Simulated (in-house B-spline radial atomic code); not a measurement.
RPA and G0W0 on PBE: Si⁷⁺

Configuration [He] 2s2 2p3, highest spin, mean-field start PBE. Computed with an all-electron radial atomic-structure program (B-spline basis): all electrons, non-relativistic, point nucleus, each spin shell either full or empty, empty states to l = 9 with an (l + 1/2)⁻⁴ tail; G0W0 by contour deformation at full frequency.

Command:
```bash
python run_gw.py task.json out
```
Settings (radii: box in bohr, nucleus in fm):
```
Z                        14
electrons                7
configuration            [He] 2s2 2p3
hamiltonian              nr
method                   pbe,pbe
lmax                     9
spin_polarised           True
box_radius               8.41
intervals                46
```

Cost of the run: 1.2 s on 1 thread of Arm Neoverse N1, with other jobs on the host.

Energies (hartree):

| term | value |
| --- | --- |
| mean-field total | -262.69097 |
| Hartree-Fock functional on these orbitals | -262.63028 |
| direct second order | -0.43854 |
| second-order exchange | 0.21617 |
| SOSEX correction | 0.19343 |

What is the RPA correlation energy, and what remains with SOSEX?

RPA gives -0.39299 hartree (-1.53 eV per electron); RPA + SOSEX gives -0.19956, and the second-order doubles -0.22237 hartree (no singles). SOSEX takes back 49 % of the RPA value.

Quasi-particle levels (eV):

```csv
level,occupied,mean field,Σx - vxc,Σc,QP weight,G0W0
2p up,yes,-281.18,-24.33,?,?,?
2s down,yes,-304.78,-15.21,-3.24,0.972,-323.24
2p down,no,-266.34,24.20,-4.32,0.979,-246.45
```

G0W0 = mean field + (Σx - vxc) + Σc, with Σc (partial-wave tail included) taken at the quasi-particle energy. Levels of low weight are left out.

Where does G0W0 put 2p up?

At -303.51 eV, with Σc = 2.00 eV and a quasi-particle weight of 0.968. The tabulated removal energy is 303.59 ± 0.05 eV (NIST, semi-empirical); the calculation leaves out relativity, Breit and QED terms, and what these don't explain is the method's own error.
